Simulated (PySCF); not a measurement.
**Molybdenum: a sound run and one with changed settings**

Sound run: Mo⁺ [Kr] 4d5, Mo²⁺ [Kr] 4d4. All numbers are calculated (PySCF 2.14, scalar relativity through the core potential, in cc-pVTZ-PP with ECP28MDF (5s5p4d2f1g, 63 functions)). In the sound run the correlated levels freeze 4s2 4p6 outside the core potential. The sound run starts from symmetry-adapted Hartree-Fock orbitals and uses a fine grid where one is needed.

Changed run: initial guess 1e, at most 50 SCF cycles, level shift 2.0 hartree.

```tsv
species	method	sound run (hartree)	changed run (hartree)	converged
Mo⁺	UHF	-67.11560	-67.11560	yes
Mo⁺	PBE0	-67.61161	-67.61161	yes
Mo⁺	r2SCAN	-67.64645	-67.64645	no
Mo⁺	MP2	-67.17442	-67.14300	yes
Mo²⁺	UHF	-66.56134	-66.56134	yes
Mo²⁺	PBE0	-67.01368	-67.01424	yes
Mo²⁺	r2SCAN	-67.04791	-67.04887	yes
Mo²⁺	MP2	-66.59606	-66.57853	yes
```

Ionisation energy of Mo⁺:

| method | sound run (eV) | changed run (eV) |
| --- | --- | --- |
| UHF | 15.082 | 15.082 |
| PBE0 | 16.271 | 16.255 |
| MP2 | 15.738 | 15.360 |
| SCS-MP2 | 15.301 | 15.175 |

Where the changed run lies lower, it found another determinant of the same configuration, with other orbitals of the open shell filled.

For comparison, NIST gives 16.16 ± 0.12 eV between the lowest levels.
